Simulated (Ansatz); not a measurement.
Relaxation of AlClF₂H₃N (8 atoms, charge 0, multiplicity 1), to a largest force component of 0.03 eV/Å in at most 50 steps.

All numbers below come from Ansatz 0.2.0, RKS PBE-D4/def2-SVP.

```xyz
8
Properties=species:S:1:pos:R:3
Al 0.077 -0.549 -0.338
Cl -0.183 0.230 2.984
F 1.503 0.252 -0.652
F -1.384 0.042 -0.876
N 0.124 -2.198 0.544
H -0.668 -2.844 0.479
H 1.002 -2.719 0.625
H -0.086 -0.996 2.433
```

**Question.** Where does it end, and by what steps?

**Answer.** The forces met the threshold. After 14 steps the energy has fallen by 2.250 eV; H8 moved furthest, 1.30 Å. Parted: Cl2–H8 (1.35 → 3.03 Å). Joined: Al1–Cl2 (3.42 → 2.13 Å), N5–H8 (2.25 → 1.03 Å).

| step | energy less start (eV) | largest force component (eV/Å) | accepted |
| --- | --- | --- | --- |
| 0 | 0.0000 | 1.479 | yes |
| 1 | -0.2073 | 0.500 | yes |
| 2 | -0.3547 | 0.870 | yes |
| 3 | -0.5351 | 1.611 | yes |
| 4 | -0.7302 | 2.366 | yes |
| 5 | -1.3411 | 1.991 | yes |
| 6 | -1.6310 | 3.287 | yes |
| 7 | -1.9279 | 1.574 | yes |
| 8 | -2.0995 | 1.953 | yes |
| 9 | -2.2225 | 0.427 | yes |
| 10 | -2.2198 | 0.781 | no |
| 11 | -2.2399 | 0.126 | yes |
| 12 | -2.2472 | 0.101 | yes |
| 13 | -2.2490 | 0.102 | yes |
| 14 | -2.2497 | 0.015 | yes |

```xyz
8
Properties=species:S:1:pos:R:3
Al 0.002 -0.126 0.327
Cl -0.198 0.835 2.215
F 1.488 0.026 -0.451
F -1.367 -0.175 -0.652
N 0.102 -2.072 0.869
H -0.670 -2.606 0.443
H 0.991 -2.490 0.556
H 0.039 -2.173 1.892
```

Whether the end is a true minimum wasn't checked by a vibrational analysis.

The run took 13 s on 2 threads of Intel(R) Xeon(R) 6975P-C (Granite Rapids), with other jobs on the host, peak memory 0.17 GiB.
